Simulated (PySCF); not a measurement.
Cartesian coordinates in Å; atom numbers follow the order of the lines, from 1:
```xyz
13

B     1.1760    1.1312   -0.0635
H     1.7659    1.4678    0.9406
H     1.4259    1.7015   -1.1037
C     0.2426   -0.1075   -0.0493
C    -0.7521   -0.2428   -1.1983
C    -0.3454   -0.5196    1.2971
H     1.1039   -0.8029   -0.2664
H    -0.2870   -0.0206   -2.1701
H    -1.5909    0.4601   -1.0669
H    -1.1840   -1.2556   -1.2486
H    -0.7745   -1.5344    1.2639
H     0.4085   -0.4943    2.0980
H    -1.1582    0.1651    1.5892
```

One averaged value for each set of equivalent atoms, one conformer, no solvent, non-relativistic Hamiltonian. σ from GIAO-PBE0/pcSseg-1; geometry from PBE0-D3(BJ)/def2-SVP; PySCF 2.14.

Referencing at the same level of theory: TMS for $^{13}$C and $^{1}$H; $^{11}$B against BF3·OEt2.

```
                atoms   nucleus  count  Hirshfeld charge  δ (ppm)
                   B1  $^{11}$B      1              0.15     85.8
H8/H9/H10/H11/H12/H13   $^{1}$H      6              0.04     1.41
                H2/H3   $^{1}$H      2             -0.06     7.38
                   H7   $^{1}$H      1              0.06        ?
                   C4  $^{13}$C      1             -0.08        ?
                C5/C6  $^{13}$C      2             -0.11     21.9
```

Q: Estimate the values marked ?.

A: 
- C4: 45.9 ppm, carbon bonded to 2 C, B, H
- H7: 0.32 ppm, hydrogen on a carbon bonded to 2 C, B

Hydrogens on boron are broadened and split by $^{11}$B (spin 3/2, 80 %) and 10B (spin 3). A carbon bonded to boron is broadened by the quadrupolar boron nucleus and is often missing from a measured spectrum. Shifts are as computed. Against solution values, carbons near 30 ppm lie about +2 ppm off and those near 130 ppm about +5 ppm. Of 1309 compounds with measured shifts, 239 miss one by over three times the rms of a fit or turn the order of signals round; such compounds aren't used in these exercises.
